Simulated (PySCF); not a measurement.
**Calculated NMR parameters of C=C(C=O)O[SiH2]C(=O)OC**

* Formula: C5H8O4Si
* SMILES: C=C(C=O)O[SiH2]C(=O)OC
* InChI: InChI=1S/C5H8O4Si/c1-4(3-6)9-10-5(7)8-2/h3H,1,10H2,2H3
* Point group of the computed structure: C1
* Degrees of unsaturation: 3
* Carbon signals: 5
* Proton signals: 5

Atom-mapped SMILES (the numbers label the heavy atoms): `[CH2:1]=[C:2]([CH:3]=[O:4])[O:5][SiH2:6][C:7](=[O:8])[O:9][CH3:10]` (H(Xn): hydrogen on atom n). Ha(C1) is cis to C3; Hb(C1) is trans to C3.

PySCF 2.14.0 with density-fitted response routines calculation with shielding tensors at PBE0/pcSseg-1 (GIAO) and GFN2-xTB structure; single conformer, rapidly exchanging positions averaged, non-relativistic Hamiltonian, in vacuum.

Shifts are taken against calculated references (same method and geometry level): 1H and 13C and 29Si against TMS; H2O for 17O.

```tsv
carbon	δC, type	δH (multiplicity)	HMBC from (2–3 bonds)	span of the C tensor (ppm)
C1	118.8, CH2	Ha(C1) 5.48 (br s); Hb(C1) 6.07 (br s)	H(C3)	200
C2	161.9, C	–	H(C3), Hb(C1), Ha(C1), H(Si6)	185
C3	198.0, CH	9.21 (s)	Hb(C1), Ha(C1)	187
C7	191.4, C	–	H(Si6), H(C10)	183
C10	52.2, CH3	3.87 (s)	–	75
```

Other nuclei:
```json
{"atoms": "H(Si6)", "nucleus": "1H", "environment": "hydrogen on a silicon bonded to C, O", "δ (ppm)": "5.26", "σ (ppm)": "26.46"}
{"atoms": "Si6", "nucleus": "29Si", "environment": "silicon bonded to C, O, 2 H", "δ (ppm)": "-50.0", "σ (ppm)": "399.2"}
{"atoms": "O4", "nucleus": "17O", "environment": "aldehyde oxygen", "δ (ppm)": "609.2", "σ (ppm)": "-273.2"}
{"atoms": "O8", "nucleus": "17O", "environment": "ester carbonyl oxygen", "δ (ppm)": "494.4", "σ (ppm)": "-158.4"}
{"atoms": "O9", "nucleus": "17O", "environment": "ester alkoxy oxygen", "δ (ppm)": "211.0", "σ (ppm)": "125.1"}
{"atoms": "O5", "nucleus": "17O", "environment": "oxygen bonded to C, Si", "δ (ppm)": "101.2", "σ (ppm)": "234.9"}
```

Carbon types of the structure: 2 × C, 1 × CH, 1 × CH2, 1 × CH3, leaving 2 H on heteroatoms. δC 198.0: aldehyde carbonyl carbon; the double bond to the heteroatom, with no lone-pair donor beside it, deshields it most. δC 191.4: carbonyl carbon. δC 161.9: alkene carbon bearing oxygen; an sp2 carbon further deshielded by the attached heteroatom. δC 118.8: β carbon of a C=C–C=O unit. δH 9.21: hydrogen on an aldehyde carbonyl carbon; deshielded by the polar, anisotropic C=O bond.

Shifts are as computed. Against solution values, carbons near 30 ppm lie about +3 ppm off and those near 130 ppm about +5 ppm. Of 1309 compounds with measured shifts, 239 miss one by over three times the rms of a fit or turn the order of signals round; such compounds aren't used in these exercises. Unscaled 17O shifts of doubly bonded oxygen tend to come out too high, by tens of ppm or more. Experimental scales use liquid or dissolved standards, which lie at an offset from isolated H2O (liquid H2O: subtract about 36 ppm). No couplings were computed; multiplicities are counted from neighbouring protons, with m where these are inequivalent, close in shift, in a saturated or five-membered ring or joined by F or P, and br s for small geminal =CH2 splittings.
